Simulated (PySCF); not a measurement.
**Field gradients at the hydrogen positions**

Species: CH₇NOSi.
Z-matrix (Å and degrees, PBE0-D3(BJ)/def2-SVP geometry), rows numbered from 1:
```
C 
O   1  1.3964
Si  2  1.6697  1  124.12
N   3  1.7132  2  112.23  1   174.79
H   1  1.1072  2  112.40  3   -53.92
H   1  1.1067  2  112.21  3    67.56
H   1  1.1013  2  109.09  3  -173.23
H   3  1.4947  2  109.21  1   -65.91
H   3  1.4955  2  108.01  1    54.79
H   4  1.0136  3  119.49  2    74.63
H   4  1.0137  3  120.02  2   -68.42
```

Level: PBE0/pcSseg-1 (PySCF, non-relativistic); Q(2H) = 0.00286 b; rigid geometry, the same for H and D, with no vibrational averaging.

Question: Rank these positions by the coupling χzz of a deuteron there, largest first.
A. H10 (N–H hydrogen)
B. H7 (methyl hydrogen)
C. H8 (Si–H hydrogen)
D. H6 (methyl hydrogen)

Answer: A (276 kHz), B (191 kHz), D (184 kHz), C (92 kHz).

Question: What are Vzz, η and χzz (234.96 MHz × Q × Vzz) at all hydrogens?

Answer: 
| atom | bonded to | bond length (Å) | Vzz (au) | η | χzz (kHz) |
| --- | --- | --- | --- | --- | --- |
| H5 | C1 | 1.107 | 0.2725 | 0.09 | 183 |
| H6 | C1 | 1.107 | 0.2739 | 0.08 | 184 |
| H7 | C1 | 1.101 | 0.2839 | 0.07 | 191 |
| H8 | Si3 | 1.495 | 0.1365 | 0.03 | 92 |
| H9 | Si3 | 1.495 | 0.1360 | 0.02 | 91 |
| H10 | N4 | 1.014 | 0.4110 | 0.17 | 276 |
| H11 | N4 | 1.014 | 0.4109 | 0.17 | 276 |

Question: Average by the element that carries the hydrogen.

Answer: on C: 186 kHz over 3 positions, mean bond length 1.105 Å; on Si: 92 kHz over 2 positions, mean bond length 1.495 Å; on N: 276 kHz over 2 positions, mean bond length 1.014 Å.

One conformer (not necessarily the lowest) at the PBE0-D3(BJ)/def2-SVP geometry, without solvent, vibrations or thermal averaging. A larger basis could move these couplings by a tenth or more.

The run behind these numbers computed NMR shieldings as well. Hardware: one thread of an Arm Neoverse V1, on a shared host. Cost: 6.8 s wall.
